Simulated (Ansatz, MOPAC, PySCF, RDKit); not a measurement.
Dimer: CH3F (SMILES CF) (first 5 atoms) with CH6Si (SMILES C[SiH3]); geometry from B3LYP-D3(BJ)/def2-TZVP, rigid monomers moved along the line of their centres of mass till F2···Si7 is 4.56 Å.
(charge 0, multiplicity 1):
```xyz
13

C     -0.682     0.493    -0.302
F      0.316    -0.271     0.299
H     -0.489     0.532    -1.374
H     -1.645     0.023    -0.105
H     -0.657     1.495     0.126
C      1.159    -1.049     4.842
Si    -0.244     0.190     4.804
H      2.024    -0.641     5.368
H      1.462    -1.306     3.827
H      0.855    -1.964     5.353
H     -0.665     0.546     6.183
H     -1.428    -0.359     4.099
H      0.162     1.442     4.119
```

Monomers are frozen at their geometry in the pair; levels with a basis set take the counterpoise correction. Rows marked so take none.

Correlated levels freeze the cores. Rows in 6-31G* carry no dispersion term and start afresh at each structure (6-31G* with six Cartesian d functions). The state that PM3, PM6 reach isn't checked.

Codes used: Ansatz (a quantum-chemistry and plane-wave program) with Gaussian orbitals; MOPAC for PM3, PM6 (differences of heats of formation); PySCF for 6-31G* rows, the dispersion terms; RDKit for the force fields. Values without a source in brackets are computed.

```tsv
level	interaction energy (kJ/mol)
MMFF94	-2.6
PM3	0.6
PM6	0.0
PBE/def2-TZVPPD	-1.9
B3LYP/def2-TZVPPD	?
B3LYP-D3(BJ)/def2-TZVPPD	-2.6
M06-2X/6-31G* (no counterpoise)	?
CCSD/aug-cc-pV(D+d)Z	-2.6
CCSD(T)/aug-cc-pV(D+d)Z	-2.7
```

Problem. Some entries are withheld; supply them.

Solution. 
- B3LYP/def2-TZVPPD, interaction energy (kJ/mol): -1.0
- M06-2X/6-31G* (no counterpoise), interaction energy (kJ/mol): -3.7
